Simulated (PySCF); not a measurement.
## Spin-rotation constants: `CC(C)=C=C[C@H](C)N`, C7H13N

Cartesian coordinates in Å; atom numbers follow the order of the lines, from 1:
```xyz
21

C     2.578   -1.266    0.152
C     1.811    0.022    0.030
C     2.583    1.275    0.338
C     0.563    0.051   -0.335
C    -0.698    0.074   -0.641
C    -1.814    0.049    0.387
C    -2.796   -1.076    0.068
N    -2.542    1.310    0.445
H     1.944   -2.118   -0.079
H     3.428   -1.262   -0.529
H     2.960   -1.377    1.167
H     3.464    1.338   -0.300
H     2.919    1.261    1.375
H     1.971    2.159    0.180
H    -1.022    0.151   -1.673
H    -1.380   -0.115    1.380
H    -2.283   -2.035    0.062
H    -3.248   -0.914   -0.909
H    -3.585   -1.097    0.814
H    -2.948    1.519   -0.463
H    -1.915    2.070    0.686
```

The calculation used GIAO B3LYP/pcSseg-1 magnetisability, rotational g tensor and spin-rotation constants, non-relativistic, gas phase in PySCF. Geometry: GFN2-xTB.

(1) Give the nuclear spin-rotation constants along the inertial axes (H = +C I·J) beside the isotropic shieldings.

(2) How do the rotational constants and the g tensor change when H9, H10, H11, H12, H13, H14, H15, H16, H17, H18, H19, H20, H21 are replaced by deuterium?

## Answers

(1) Rotational constants 3.9537, 0.9243, 0.7999 GHz. A star marks the isotopologue with that one atom substituted, in its own axes.
```
atom  isotope  Caa (kHz)  Cbb (kHz)  Ccc (kHz)  mean (kHz)  σ (ppm)
  N8      14N      0.225      0.044      0.054       0.108    196.2
  H9       1H     -0.261     -0.006     -0.092      -0.119     30.0
 H10       1H     -0.080     -0.100     -0.049      -0.077     30.1
 H11       1H     -0.373     -0.101      0.011      -0.154     30.1
 H12       1H     -0.056     -0.101     -0.054      -0.070     30.1
 H13       1H     -0.389     -0.099      0.013      -0.158     30.0
 H14       1H     -0.253     -0.013     -0.087      -0.118     30.0
 H15       1H     -0.355     -0.112      0.059      -0.136     27.0
 H16       1H     -0.319     -0.105      0.028      -0.132     28.6
 H17       1H     -0.307     -0.002     -0.093      -0.134     30.5
 H18       1H     -0.346     -0.107      0.000      -0.151     31.0
 H19       1H     -0.120     -0.101     -0.039      -0.087     30.2
 H20       1H     -0.393     -0.115     -0.005      -0.171     31.3
 H21       1H     -0.286     -0.022     -0.100      -0.136     30.9
  C1     13C*      0.641      0.131      0.136       0.303    157.6
  C2     13C*      1.097      0.373      0.120       0.530     80.4
  C4     13C*      1.739      0.408      0.371       0.840    -30.9
  C5     13C*      1.054      0.166      0.317       0.512     78.5
  C6     13C*      0.827      0.197      0.166       0.397    123.8
  C7     13C*      0.618      0.137      0.145       0.300    155.2
```
For the geometry as given, no vibrational averaging.

(2) Constants 3.0181, 0.7770, 0.6700 GHz; g -0.0115, -0.0021, -0.0036, against -0.0148, -0.0024, -0.0043 before.
